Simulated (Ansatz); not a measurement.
**Forces away from equilibrium**

BH₂SBr (SMILES SBBr), singlet, displaced at random from its PBE0-D4/def2-TZVP minimum.

```json
{"atom": "S1", "x (Å)": "-1.3421", "y (Å)": "-0.0039", "z (Å)": "-0.2789"}
{"atom": "B2", "x (Å)": "0.3307", "y (Å)": "-0.1559", "z (Å)": "0.1241"}
{"atom": "Br3", "x (Å)": "1.0043", "y (Å)": "-1.7273", "z (Å)": "1.0243"}
{"atom": "H4", "x (Å)": "-1.1793", "y (Å)": "1.2352", "z (Å)": "-0.7619"}
{"atom": "H5", "x (Å)": "1.1304", "y (Å)": "0.8286", "z (Å)": "-0.0908"}
```

Computed with Ansatz 0.2.0 (basis: def2-TZVPP); correlated methods freeze the cores. Filled d shells of the heavier atoms are correlated. The def2 sets are not built for correlating such inner shells, so the correlated values are less sure here.

CCSD(T) forces from the calculation:
```csv
atom,Fx,Fy,Fz (eV/Å)
S1,-1.201,0.137,-0.365
B2,2.595,1.200,0.392
Br3,-0.126,0.271,-0.254
H4,-0.197,-0.009,-0.067
H5,-1.072,-1.600,0.294
```

Problem. Which atom feels the largest CCSD(T) force, and how large is it?

Solution. B2, 2.89 eV/Å, along (0.90, 0.42, 0.14).

Root-mean-square difference of the force components from those of CCSD(T): PBE-D4 0.171; r2SCAN-D4 0.083; PBE0-D4 0.107; wB97M-V 0.084 eV/Å.

No T1 diagnostic of these runs exceeds 0.012.

For scale, one of the runs: CCSD(T)/def2-TZVPP forces, 149 basis functions (an equivalent command: `ansatz run in.yaml --threads 2`). Time: 3.5 min of wall clock on 2 CPU threads; the host was shared. Peak host memory: 1.5 GiB.
